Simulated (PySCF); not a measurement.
C₄H₉F₃Si₂.
SMILES with atom numbers: `[CH3:1][SiH2:2]/[CH:3]=[C:4](\[SiH3:5])[C:6]([F:7])([F:8])[F:9]` (hydrogens: H10, H11, H12 on C1; H13, H14 on Si2; H15 on C3; H16, H17, H18 on Si5)

The same species was optimised twice, with GFN2-xTB and with PBE0-D3(BJ)/def2-SVP (PySCF), and the same property calculations (PySCF, gas phase) were run on both structures.

| coordinate | GFN2-xTB | PBE0-D3(BJ)/def2-SVP | change |
| --- | --- | --- | --- |
| C1–Si2 (Å) | 1.899 | 1.877 | -0.022 |
| C3=C4 (Å) | 1.330 | 1.344 | +0.014 |
| C4–C6 (Å) | 1.493 | 1.506 | +0.013 |
| C6–F9 (Å) | 1.351 | 1.339 | -0.012 |
| C6–F7 (Å) | 1.343 | 1.333 | -0.010 |
| C6–F8 (Å) | 1.350 | 1.341 | -0.009 |
| Si2–C3 (Å) | 1.889 | 1.883 | -0.006 |
| C4–Si5 (Å) | 1.896 | 1.898 | +0.002 |
| C3–C4–Si5 (°) | 128.0 | 124.6 | -3.4 |
| Si5–C4–C6 (°) | 112.3 | 115.6 | +3.3 |
| C1–Si2–C3 (°) | 107.8 | 110.2 | +2.4 |
| F7–C6–F8 (°) | 105.8 | 107.4 | +1.6 |
| C4–C6–F7 (°) | 115.3 | 113.7 | -1.6 |
| F7–C6–F9 (°) | 105.7 | 107.2 | +1.5 |
| C4–C6–F8 (°) | 111.9 | 110.5 | -1.4 |
| F8–C6–F9 (°) | 105.6 | 107.0 | +1.4 |
| C1–Si2–C3–C4 (°) | 87 | 95 | +8 |
| C3–C4–C6–F7 (°) | -5 | -4 | +1 |

Rotational constants: A = 1732, B = 656.0, C = 565.7 MHz (GFN2-xTB) against A = 1730, B = 650.7, C = 558.3 MHz (PBE0-D3(BJ)/def2-SVP). Point groups within 0.08 Å: C1 and C1.

On the GFN2-xTB structure: HOMO (eV) -8.45 [PBE0/pcSseg-1]; LUMO (eV) -1.54 [PBE0/pcSseg-1]; dipole (D) 2.75 [PBE0/pcSseg-1]; GIAO shielding of C1 (ppm) 193.6 [PBE0/pcSseg-1]; GIAO shielding of Si2 (ppm) 402.7 [PBE0/pcSseg-1]; GIAO shielding of C3 (ppm) 31.0 [PBE0/pcSseg-1]; GIAO shielding of C4 (ppm) 37.2 [PBE0/pcSseg-1]; GIAO shielding of Si5 (ppm) 431.4 [PBE0/pcSseg-1]; GIAO shielding of C6 (ppm) 53.6 [PBE0/pcSseg-1]; GIAO shielding of F7/F8/F9 (mean) (ppm) 251.5 [PBE0/pcSseg-1].

Problem. What do these properties become on the PBE0-D3(BJ)/def2-SVP structure?

Solution. 
```tsv
property	level	on GFN2-xTB	on PBE0-D3(BJ)/def2-SVP	change
HOMO (eV)	PBE0/pcSseg-1	-8.45	-8.42	+0.03
LUMO (eV)	PBE0/pcSseg-1	-1.54	-1.59	-0.05
dipole (D)	PBE0/pcSseg-1	2.75	2.52	-0.23
energy, GFN2-xTB geometry as zero (kcal/mol)	PBE0/pcSseg-1	0.0	-1.9	-1.9
GIAO shielding of C1 (ppm)	PBE0/pcSseg-1	193.6	191.8	-1.8
GIAO shielding of Si2 (ppm)	PBE0/pcSseg-1	402.7	399.8	-2.9
GIAO shielding of C3 (ppm)	PBE0/pcSseg-1	31.0	28.8	-2.2
GIAO shielding of C4 (ppm)	PBE0/pcSseg-1	37.2	32.4	-4.8
GIAO shielding of Si5 (ppm)	PBE0/pcSseg-1	431.4	429.2	-2.2
GIAO shielding of C6 (ppm)	PBE0/pcSseg-1	53.6	56.2	+2.6
GIAO shielding of F7/F8/F9 (mean) (ppm)	PBE0/pcSseg-1	251.5	258.8	+7.3
```

The heavy atoms differ by 0.063 Å rms after alignment. Among bonds between heavy atoms C1–Si2 changes most (-0.022 Å). Changes are differences of the printed values. Neither structure is proved a minimum here.

Conformer computed: `[CH3:1][SiH2:2]/[CH:3]=[C:4](\[SiH3:5])[C:6]([F:7])([F:8])[F:9]`: C1–Si2–C3–C4 95°, C3–C4–C6–F7 -4°.
